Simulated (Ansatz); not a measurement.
Reaction (formal exchange of groups at the Se–C bond): `C=C(F)[SeH]` + `[Cl][GeH3]` → `[Cl][GeH2][SeH]` + `C=CF`

Isolated molecules relaxed with PBE0-D4/def2-TZVP in Ansatz; ΔE leaves out vibrations. CCSD(T)/CBS adds triple-zeta CCSD(T) − MP2 to the extrapolated MP2 energy (def2 sets, frozen cores). Functionals use def2-TZVPP. For Ge, Se outer-core shells are correlated without core-valence functions, which leaves a few kJ/mol of doubt a bond. Scalar relativity is left out up to krypton. Each species was taken in one conformer, which may not be the lowest.

`C=C(F)[SeH]`:

Cartesian coordinates in Å:
```
C -1.004 0.509 -0.305
C 0.245 0.178 -0.031
F 1.267 0.757 -0.667
Se 0.767 -1.027 1.340
H -1.216 1.295 -1.019
H -1.821 -0.001 0.183
H 1.761 -1.712 0.501
```

`[Cl][GeH3]`:

Z-matrix (Å, degrees):
```
Ge
Cl 1 2.155
H 1 1.532 2 107.1
H 1 1.532 2 107.1 3 -120.0
H 1 1.532 2 107.1 3 120.0
```

`[Cl][GeH2][SeH]`:

Z-matrix (Å, degrees):
```
Ge
Se 1 2.348
Cl 1 2.148 2 104.6
H 1 1.534 2 112.1 3 -116.2
H 1 1.534 2 112.2 3 116.2
H 2 1.471 1 91.7 3 179.5
```

`C=CF`:

Z-matrix (Å, degrees):
```
C
C 1 1.316
H 1 1.081 2 119.2
H 1 1.082 2 121.6 3 -180.0
F 2 1.336 1 122.3 3 180.0
H 2 1.084 1 125.7 3 0.0
```

(1) Is it downhill or uphill in electronic energy at CCSD(T)/CBS, and by how much? (An estimate is asked.)

(2) What do these levels give: LDA (SPW92), CAM-B3LYP-D4, HF/def2-TZVPP, SCS-MP2/def2-TZVPP, HF/def2-QZVPP, SCS-MP2/def2-QZVPP? (Best estimate.)

Largest T1 diagnostic among the species: 0.012.

Answers

(1) Ansatz gave: Downhill: ΔE = -1.06 eV.

(2) Ansatz gave: LDA (SPW92) -0.91, CAM-B3LYP-D4 -1.02, HF/def2-TZVPP -1.17, SCS-MP2/def2-TZVPP -1.02, HF/def2-QZVPP -1.16, SCS-MP2/def2-QZVPP -1.03 eV.

Leaving LDA and LC-ωPBE aside and taking each functional with its dispersion term where it has one, the values, not all of them listed here, spread over 0.16 eV, from BHLYP-D4 to B97M-V. LDA lies +0.08 eV from PBE without D4. In def2-TZVPP, CCSD(T) changes the Hartree–Fock value by +0.15 eV (the triples alone add +0.03 eV) and MP2 by +0.14 eV. From PBE to PBE0 (25 % exact exchange), in def2-TZVPP and without D4, ΔE moves by −0.06 eV.
